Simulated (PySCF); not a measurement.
Molecule: SMILES FC(F)[SiH3], CH₄F₂Si.

Bonds (- single, = double, # triple, : aromatic): F1-C2 1.359 Å, C2-F3 1.359 Å, C2-Si4 1.922 Å. C2 carries H5; Si4 carries H6, H7, H8.

Geometry PBE0-D3(BJ)/def2-SVP throughout; GIAO in PySCF 2.14, gas phase, one conformer, non-relativistic; equivalent atoms averaged; basis pcSseg-2.

Q: How do the shifts δ (against CFCl3, TMS at the same level) depend on the functional? (ppm; last column core-seconds on shared hosts with different chips, so compare them loosely)

A: 
```tsv
functional	kind	F1/F3	C2	Si4	H5	H6/H7/H8	core-s
HF	Hartree–Fock	-120.9	109.7	-62.5	5.50	3.83	5.2
LDA	LDA	-158.0	136.1	-84.3	6.72	4.13	11
PBE	GGA	-154.6	131.6	-79.0	6.59	3.98	14
BLYP	GGA	-153.9	132.5	-80.7	6.55	3.92	14
BP86	GGA	-156.1	131.1	-78.5	6.57	3.98	14
OPBE	GGA	-150.6	126.5	-71.2	6.54	3.92	14
KT2	GGA	-159.2	127.4	-78.1	6.57	3.93	15
KT3	GGA	-153.5	125.6	-73.5	6.48	3.80	14
B97-D	GGA	-152.1	128.2	-75.2	6.50	3.87	14
B3LYP	global hybrid	-145.7	127.9	-75.4	6.25	3.90	9.6
PBE0	global hybrid	-144.4	125.8	-72.6	6.22	3.95	9.5
mPW1PW91	global hybrid	-144.3	125.8	-72.0	6.20	3.93	9.5
WP04	global hybrid	-145.2	129.4	-66.3	6.04	3.49	9.8
B97-2	global hybrid	-144.1	124.5	-70.9	6.21	3.87	18
BHandHLYP	global hybrid	-135.3	121.3	-69.7	5.92	3.86	9.4
CAM-B3LYP	range-separated hybrid	-137.8	127.7	-74.0	6.19	3.92	12
wB97X-D	range-separated hybrid	-140.1	125.0	-71.6	6.13	3.94	13
LC-wPBE	range-separated hybrid	-129.1	127.3	-68.5	6.13	3.92	18
```

Q: Which nucleus moves most, in ppm?

A: F1/F3 (fluorine of a CF2 group): from -159.2 ppm with KT2 to -120.9 ppm with HF. The smallest spread is 0.65 ppm, at H6/H7/H8. Proton shifts span only some 12 ppm, so a few tenths of a ppm matter as much there as several ppm in carbon.
